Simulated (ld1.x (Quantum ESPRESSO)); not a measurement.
## An all-electron radial function and its pseudo partner (cerium)

Columns: radius, all-electron u(r) and pseudo u(r) of the 5d shell (level -3.06 eV) of cerium in the configuration [Kr] 4d10 4f1 5s2 5p6 5d1 6s2 6p0; PBE, scalar-relativistic, RRKJ scheme, ld1.x (Quantum ESPRESSO) 7.5.

```json
{"r (bohr)": "0.152", "all-electron": "0.1768", "pseudo": "0.0012"}
{"r (bohr)": "0.305", "all-electron": "-0.0139", "pseudo": "0.0094"}
{"r (bohr)": "0.458", "all-electron": "-0.2351", "pseudo": "0.0304"}
{"r (bohr)": "0.610", "all-electron": "-0.2675", "pseudo": "0.0674"}
{"r (bohr)": "0.762", "all-electron": "-0.1647", "pseudo": "0.1210"}
{"r (bohr)": "0.915", "all-electron": "-0.0068", "pseudo": "0.1895"}
{"r (bohr)": "1.068", "all-electron": "0.1547", "pseudo": "0.2676"}
{"r (bohr)": "1.220", "all-electron": "0.2958", "pseudo": "0.3488"}
{"r (bohr)": "1.372", "all-electron": "0.4096", "pseudo": "0.4271"}
{"r (bohr)": "1.525", "all-electron": "0.4957", "pseudo": "0.4969"}
{"r (bohr)": "1.678", "all-electron": "0.5559", "pseudo": "0.5533"}
{"r (bohr)": "1.830", "all-electron": "0.5940", "pseudo": "0.5937"}
{"r (bohr)": "1.982", "all-electron": "0.6146", "pseudo": "0.6181"}
{"r (bohr)": "2.135", "all-electron": "0.6218", "pseudo": "0.6278"}
{"r (bohr)": "2.288", "all-electron": "0.6189", "pseudo": "0.6253"}
{"r (bohr)": "2.440", "all-electron": "0.6085", "pseudo": "0.6136"}
{"r (bohr)": "2.592", "all-electron": "0.5931", "pseudo": "0.5961"}
{"r (bohr)": "2.745", "all-electron": "0.5741", "pseudo": "0.5752"}
{"r (bohr)": "2.898", "all-electron": "0.5528", "pseudo": "0.5530"}
{"r (bohr)": "3.050", "all-electron": "0.5305", "pseudo": "0.5305"}
{"r (bohr)": "3.202", "all-electron": "0.5075", "pseudo": "0.5075"}
{"r (bohr)": "3.355", "all-electron": "0.4842", "pseudo": "0.4842"}
{"r (bohr)": "3.508", "all-electron": "0.4611", "pseudo": "0.4611"}
{"r (bohr)": "3.660", "all-electron": "0.4384", "pseudo": "0.4384"}
{"r (bohr)": "3.812", "all-electron": "0.4161", "pseudo": "0.4161"}
{"r (bohr)": "3.965", "all-electron": "0.3943", "pseudo": "0.3943"}
```

How many radial nodes do the two functions have?

The all-electron 5d function has n − l − 1 = 2; the pseudo-wave has 0, since the states of the same l below it are removed with the core.

At about which radius was the pseudo-wave matched?

3.05 bohr, where the columns begin to agree (steps of 0.15 bohr).

Is the pseudo-wave norm-conserving?

Yes: the RRKJ scheme keeps the norm inside the radius equal to the all-electron one, which fixes the energy derivative of the logarithmic derivative at the level.
